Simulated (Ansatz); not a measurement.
# AlBH2OF2 (SMILES O[B](F)[AlH][F]): methods side by side

The species is AlBH2OF2 (7 atoms), meant as a singlet with charge 0. SMILES: `O[B](F)[AlH][F]`. Geometry: optimised at r2SCAN/def2-SVP. This is one conformer, not always the lowest.

```xyz
7

O     0.4566   -0.1579    1.7619
B     0.5177   -0.6868    0.5170
F     1.1818   -1.8408    0.4127
Al   -0.4038    0.2906   -1.1569
F    -1.1502    1.7139   -0.6693
H    -0.0333    0.6749    1.7866
H    -0.5076   -0.0621   -2.6977
```

Quantity: the dissociation energy of the F5–Al4 bond into doublet F and doublet AlBH2OF (shapes relaxed at r2SCAN/def2-SVP, no zero-point term), in eV. The values are calculated.

```json
{"level": "HF/def2-SVP", "kind": "Hartree–Fock", "program": "Ansatz", "value (eV)": "5.15", "less CCSD(T)/def2-SVP": "-1.40", "CPU time (all runs)": "1.5 s"}
{"level": "SVWN5/def2-SVP", "kind": "LDA", "program": "Ansatz", "value (eV)": "7.71", "less CCSD(T)/def2-SVP": "+1.16", "CPU time (all runs)": "2.2 s"}
{"level": "PBE/def2-SVP", "kind": "GGA", "program": "Ansatz", "value (eV)": "6.88", "less CCSD(T)/def2-SVP": "+0.33", "CPU time (all runs)": "4.1 s"}
{"level": "r2SCAN/def2-SVP", "kind": "meta-GGA", "program": "Ansatz", "value (eV)": "6.74", "less CCSD(T)/def2-SVP": "+0.19", "CPU time (all runs)": "9.9 s"}
{"level": "PBE0-D4/def2-SVP", "kind": "global hybrid", "program": "Ansatz", "value (eV)": "6.64", "less CCSD(T)/def2-SVP": "+0.09", "CPU time (all runs)": "5.7 s"}
{"level": "wB97M-V/def2-SVP", "kind": "range-separated hybrid", "program": "Ansatz", "value (eV)": "7.00", "less CCSD(T)/def2-SVP": "+0.45", "CPU time (all runs)": "30 s"}
{"level": "B2PLYP/def2-SVP", "kind": "double hybrid", "program": "Ansatz", "value (eV)": "6.77", "less CCSD(T)/def2-SVP": "+0.22", "CPU time (all runs)": "8.1 s"}
{"level": "CCSD(T)/def2-SVP", "kind": "coupled cluster or CI", "program": "Ansatz", "value (eV)": "6.55", "less CCSD(T)/def2-SVP": "0.00", "CPU time (all runs)": "16 s"}
```

CCSD(T)/def2-SVP is the highest level here, not the true value. Correlated wave functions underbind in double-zeta sets. The values span 5.15 to 7.71 eV. Hartree–Fock misses the correlation of the electron pair that is broken and comes out low. Measured bond enthalpies also hold zero-point and thermal terms, a few tenths of an eV less. In so small a basis fixed costs decide the times, and correlated methods can beat functionals. Times are those of the runs behind each value, whatever else they computed, on shared processors of several kinds: orders of magnitude only.
